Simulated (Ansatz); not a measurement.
Ansatz (a program for electronic structure) input (PBE/6-31G*):

Ansatz 0.2 input:
```yaml
crystal:
  periodic: [false, false, false]
  atoms:
    - {symbol: C, position_ang: [1.76437900, -0.20800900, -0.67265100]}
    - {symbol: Ge, position_ang: [0.08948100, 0.04667900, 0.26048700]}
    - {symbol: C, position_ang: [-0.89707400, 1.58006600, -0.49577600]}
    - {symbol: C, position_ang: [-1.00921800, -1.57718300, 0.09795300]}
    - {symbol: H, position_ang: [2.67583100, 0.30505300, -0.38933500]}
    - {symbol: H, position_ang: [1.84691400, -0.85498300, -1.53885400]}
    - {symbol: H, position_ang: [0.39214600, 0.34106400, 1.74890100]}
    - {symbol: H, position_ang: [-1.12319200, 1.39606500, -1.54624900]}
    - {symbol: H, position_ang: [-1.83289700, 1.72465200, 0.04518500]}
    - {symbol: H, position_ang: [-0.30414400, 2.49108200, -0.42112300]}
    - {symbol: H, position_ang: [-0.50027700, -2.43271400, 0.54093400]}
    - {symbol: H, position_ang: [-1.96623700, -1.44080900, 0.60197800]}
    - {symbol: H, position_ang: [-1.20007200, -1.79238600, -0.95418400]}
basis:
  gaussian:
    orbitals: 6-31G*
hamiltonian:
  xc: {name: PBE}
magnetization: {spin_polarized: true, initial_magnetization: 1}
output: {forces: true}
```

Output:

```
Functional definition: PBE
integrals: 0.05 GiB planned
1264 factors; their error is unknown
mean field: 0.35 GiB planned
mean field evaluation 1: about -59740.4348 eV, gradient 5.4e1 eV
mean field evaluation 2: about -59725.4257 eV, gradient 7.3e1 eV
mean field evaluation 4: about -59753.4685 eV, gradient 3.2e0 eV
mean field evaluation 8: about -59753.5133 eV, gradient 7.2e-2 eV
mean field evaluation 16: about -59753.4584 eV, gradient 6.2e-5 eV
mean field -59753.45836085 eV, -2195.8990924124 hartree, gradient 6.2e-5 eV, S^2 0.753742; 0 other end points of the search recorded, 0 dependent functions left out
the calculation of the forces begins
reference -59753.45839228 eV, -2195.8990935673 hartree; 30, 29 occupied and 68, 69 virtual orbitals, 1264 factors
Total energy: -59753.45839228 eV, -2195.8990935673 hartree
Atom 0 at     1.764379    -0.208009    -0.672651 Å, force    -0.312664     0.037566     0.212567 eV/Å
Atom 1 at     0.089481     0.046679     0.260487 Å, force     0.041278    -0.057202    -0.224619 eV/Å
Atom 2 at    -0.897074     1.580066    -0.495776 Å, force     0.122445    -0.198234     0.114615 eV/Å
Atom 3 at    -1.009218    -1.577183     0.097953 Å, force     0.150126     0.232086     0.033192 eV/Å
Atom 4 at     2.675831     0.305053    -0.389335 Å, force     0.345326     0.201234     0.119524 eV/Å
Atom 5 at     1.846914    -0.854983    -1.538854 Å, force     0.020240    -0.245415    -0.330256 eV/Å
Atom 6 at     0.392146     0.341064     1.748901 Å, force     0.047300     0.052981     0.237314 eV/Å
Atom 7 at    -1.123192     1.396065    -1.546249 Å, force    -0.077822    -0.071629    -0.371622 eV/Å
Atom 8 at    -1.832897     1.724652     0.045185 Å, force    -0.336847     0.047433     0.201303 eV/Å
Atom 9 at    -0.304144     2.491082    -0.421123 Å, force     0.220894     0.320937     0.034235 eV/Å
Atom 10 at    -0.500277    -2.432714     0.540934 Å, force     0.191011    -0.298209     0.163697 eV/Å
Atom 11 at    -1.966237    -1.440809     0.601978 Å, force    -0.343415     0.054065     0.182734 eV/Å
Atom 12 at    -1.200072    -1.792386    -0.954184 Å, force    -0.067870    -0.075612    -0.372683 eV/Å
Dipole moment:    -0.060056    -0.011687    -0.115176 e Å
```

The geometry given is a B3LYP-D3(BJ)/def2-TZVP minimum.
